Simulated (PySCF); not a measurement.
# Mayer bond orders and bond lengths

C7H17OP.
Numbering: `[CH3:1][CH:2]([CH3:3])[P:4]([CH3:5])(=[O:6])[CH:7]([CH3:8])[CH3:9]` (hydrogens: H10, H11, H12 on C1; H13 on C2; H14, H15, H16 on C3; H17, H18, H19 on C5; H20 on C7; H21, H22, H23 on C8; H24, H25, H26 on C9)

Geometry (GFN2-xTB, Å), atoms numbered from 1 in this order:
```
atom  x, y, z in Å
C1     1.808   -1.354    0.255
C2     1.336   -0.296   -0.729
C3     2.451    0.672   -1.105
P4    -0.107    0.718   -0.143
C5     0.397    1.469    1.457
O6    -0.510    1.726   -1.133
C7    -1.481   -0.466    0.275
C8    -1.857   -1.217   -0.994
C9    -2.650    0.366    0.783
H10    2.183   -0.891    1.166
H11    1.006   -2.040    0.518
H12    2.618   -1.933   -0.187
H13    0.976   -0.776   -1.648
H14    2.907    1.103   -0.215
H15    3.229    0.163   -1.673
H16    2.045    1.478   -1.713
H17   -0.383    2.171    1.743
H18    0.546    0.733    2.240
H19    1.314    2.032    1.293
H20   -1.158   -1.165    1.050
H21   -2.775   -1.785   -0.848
H22   -1.072   -1.909   -1.293
H23   -2.016   -0.503   -1.800
H24   -2.420    0.824    1.743
H25   -3.538   -0.253    0.904
H26   -2.871    1.155    0.067
```

Bond orders from the PBE0/pcSseg-1 density (PySCF). Isolated species at its GFN2-xTB geometry (one conformer only).

**Question.** How far do the computed orders between heavy atoms stray from the drawn ones?

**Answer.** The largest departure is 0.197, at P4–O6 (drawn double, 1.803). Drawn single, order below 0.88: C2–P4 (0.879) and P4–C7 (0.864).

**Question.** Give the Mayer order of every bond between heavy atoms, beside its length.

**Answer.** 
| bond | drawn as | length (Å) | Mayer order |
| --- | --- | --- | --- |
| C1–C2 | single | 1.521 | 0.998 |
| C2–C3 | single | 1.524 | 1.029 |
| C2–P4 | single | 1.859 | 0.879 |
| P4–C5 | single | 1.838 | 0.952 |
| P4–O6 | double | 1.469 | 1.803 |
| P4–C7 | single | 1.861 | 0.864 |
| C7–C8 | single | 1.522 | 1.019 |
| C7–C9 | single | 1.523 | 1.023 |

By pair of heavy elements: C–C: lowest C1–C2 (0.998, 1.521 Å), highest C2–C3 (1.029, 1.524 Å). C–P: lowest P4–C7 (0.864, 1.861 Å), highest P4–C5 (0.952, 1.838 Å).

**Question.** And the bonds to hydrogen?

**Answer.** C–H: 0.92 to 0.96 (17 bonds).

**Question.** Sum the orders of all bonds at each heavy atom with more than one neighbour and set the sums beside the valence in the SMILES.

**Answer.** C1 3.884 (drawn 4), C2 3.826 (drawn 4), C3 3.906 (drawn 4), P4 4.498 (drawn 5), C5 3.773 (drawn 4), C7 3.823 (drawn 4), C8 3.895 (drawn 4), C9 3.902 (drawn 4). Orders between atoms that aren't bonded are not in these sums.

For a closed shell the Mayer order of atoms A and B is Σ (PS)μν (PS)νμ over the basis functions μ on A and ν on B, with P the density and S the overlap matrix.

These values come from a run that also computed NMR shieldings. Hardware: one thread of an Intel Xeon Platinum 8259CL at 2.50 GHz, no GPU, shared host with 96 logical CPUs at a one-minute load of 30. Cost: 78 s, 1.1 GiB resident at most.
